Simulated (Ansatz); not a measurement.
Reading a saddle point

A first-order saddle point of BNH3BrF2, singlet, PBE0-D4/def2-TZVP, with one imaginary mode of 640i cm⁻¹:

B1  (-0.666, 0.318, -0.470)
Br2  (1.917, -0.463, -1.363)
F3  (-1.446, -0.530, -1.089)
F4  (-0.679, 1.599, -0.734)
H5  (1.033, -0.402, 0.183)
N6  (0.018, -0.138, 0.786)
H7  (-0.369, -0.972, 1.213)
H8  (0.192, 0.588, 1.473)
(Å)

Program: Ansatz 0.2.0. Basis: def2-TZVPP and def2-QZVPP. Cores are frozen in the correlated methods. Filled d shells of the heavier atoms are correlated. The def2 sets are not built for correlating such inner shells, so the correlated values are less sure here. Extrapolation: Hartree–Fock as exp(−7.88 √X), correlation as X^−2.97.

Q: Which contacts change along the imaginary mode, and what lies on either side? (Judge from chemistry; the calculation decides.)

A: By the calculation: The step is BBrF₂ ([F][B]([F])[Br]) + NH₃ → BNH₂F₂ ([NH2][B]([F])[F]) + HBr, with the molecules in contact on both sides. Shortening one way: B1–N6, Br2–H5; lengthening the same way: B1–Br2, H5–N6.
```csv
pair,one side (Å),saddle (Å),other side (Å)
B1–N6,1.64,1.50,1.41
Br2–H5,3.00,1.78,1.44
B1–Br2,2.03,2.84,4.10
H5–N6,1.02,1.21,2.07
```

Q: Which side is lower, and how far does the saddle lie above each? (To be estimated.)

A: Computed: The side with B1–Br2, H5–N6 short is lower by 0.499 eV; the saddle lies 1.112 eV above it and 0.613 eV above the other (CCSD(T) at an estimated basis limit (MP2 extrapolated from triple and quadruple zeta, plus CCSD(T) − MP2 in triple zeta); electronic energies).

No T1 diagnostic of these runs exceeds 0.011.

The step is the kind of exchange with an N–H group that builds nitride films in atomic layer and chemical vapour deposition.

Labels in which every atom is bracketed show which atoms are joined, not bond orders.

For scale, one of the runs: CCSD(T)/def2-TZVPP, 214 basis functions, launched by `ansatz run in.yaml --threads 8 --pin off --events-out ev --progress --plain --max-ram 19148MiB`. Time: 54 s of wall clock on 8 CPU threads of an Intel Xeon Platinum 8488C; the host was shared. Peak host memory: 3.6 GiB.
